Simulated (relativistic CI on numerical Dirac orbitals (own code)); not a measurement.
Calculated at this level of theory: Dirac-Coulomb-Breit CI, KLI orbitals optimised for each configuration, a model potential for QED, unscaled Slater integrals (own radial code, finite nucleus).

The strongest absorption lines from the ground level of an ion, among the configurations computed and to levels below about 192 eV (vacuum wavelength in nm, gf): 6.8239 (0.047), 7.0483 (0.05), 7.2884 (0.058), 7.8355 (0.072), 7.8942 (0.19), 7.9452 (0.23), 7.9995 (0.38), 8.3173 (0.14).

(1) Which ion is it?
A. Ho26+
B. Tb24+
C. Tm28+
D. Tm30+

Answers

(1) C. Tm28+ has 41 electrons and the ground level 4s²4p⁶4d⁵ ⁶S5/2; the strongest line goes to 4s²4p⁵4d⁶ ⁶P°5/2. The pattern of lines fixes the number of electrons, and along that sequence the line energies rise steadily with the charge (about as its square where n changes within one kind of shell, about linearly where n is kept but much faster in heavy ions where fine structure, which grows about as Z⁴, sets the gap, and irregularly where shells cross), which fixes Z. Configurations outside the model, such as inner-shell arrays, can give stronger lines. At this charge energies of transitions that change n are usually good to better than 1 %, and those within a shell (Δn = 0) to a few per cent. Terms inside the open d or f shell come out 10 to 20 % too wide with unscaled integrals.

LS names give the leading component of a level, which can be under half, so a name can repeat, a term be missing and a line seem to break the LS rules.
